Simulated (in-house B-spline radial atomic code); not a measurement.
A fraction x of an electron is added to 2p in neutral carbon, starting from [He] 2s2 2p2 and keeping the highest spin. Method: non-relativistic HSE06, spin-polarised, spherical fractional occupations, point nucleus. Calculated with a radial B-spline atomic code at the basis-set limit.

Caution: exact exchange at fractional occupations of open shells leaves self-interaction of up to several eV.

```tsv
x	E(x) - E(0) (eV)	2p up level (eV)
0	0.0000	-6.578
0.1	-0.6106	-5.639
0.2	-1.1288	-4.729
0.3	?	?
0.4	-1.8999	-3.003
0.5	-2.1594	-2.192
0.6	-2.3396	-1.418
0.7	?	?
0.8	-2.4785	-0.003
```

What belongs in the row x = 0.3?

An energy change of -1.5575 eV; 2p up at -3.850 eV.

What belongs in the row x = 0.7?

An energy change of -2.4444 eV; 2p up at -0.686 eV.

Check Janak's theorem between x = 0.1 and 0.2.

The slope of the energy is -5.18 eV; the orbital levels give -5.18 eV (ε of the filling orbital, averaged over the two points).
